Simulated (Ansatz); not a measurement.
`[NH2][In]([NH2])[Cl]` and `NB(N)Cl` differ in one element.

Ansatz, PBE0-D4/def2-TZVP geometries, multiplicity 1. Each molecule was computed in one conformer, which needn't be the lowest.

Elements past krypton have def2 core potentials.

```tsv
property	`[NH2][In]([NH2])[Cl]`
HOMO energy (PBE/def2-TZVPP) / eV	-6.09
LUMO energy (PBE/def2-TZVPP) / eV	-2.14
zero-point energy (PBE0-D4/def2-TZVP) / kJ/mol	134.6
HOMO energy (B3LYP/def2-TZVPP) / eV	-7.25
HOMO–LUMO gap (PBE/def2-TZVPP) / eV	3.95
LUMO energy (ωB97M-V/def2-TZVPP) / eV	0.54
```

(1) Give the same properties after the change, and the shifts. (Best estimate.)

## Answers

(1) Ansatz gave: 
```json
{"property": "HOMO energy (PBE/def2-TZVPP) / eV", "`NB(N)Cl`": "-5.90", "shift": "0.19"}
{"property": "LUMO energy (PBE/def2-TZVPP) / eV", "`NB(N)Cl`": "-0.05", "shift": "2.09"}
{"property": "zero-point energy (PBE0-D4/def2-TZVP) / kJ/mol", "`NB(N)Cl`": "155.6", "shift": "21.0"}
{"property": "HOMO energy (B3LYP/def2-TZVPP) / eV", "`NB(N)Cl`": "-7.09", "shift": "0.16"}
{"property": "HOMO–LUMO gap (PBE/def2-TZVPP) / eV", "`NB(N)Cl`": "5.85", "shift": "1.90"}
{"property": "LUMO energy (ωB97M-V/def2-TZVPP) / eV", "`NB(N)Cl`": "2.02", "shift": "1.48"}
```

With PBE0 the HOMO rises by 0.16 eV and the LUMO rises by 1.99 eV, so the gap widens by about 1.83 eV. PBE moves the HOMO by 0.19 eV and ωB97M-V by 0.16 eV.

B3LYP here is the variant with VWN-RPA as its local correlation; programs differ in this.
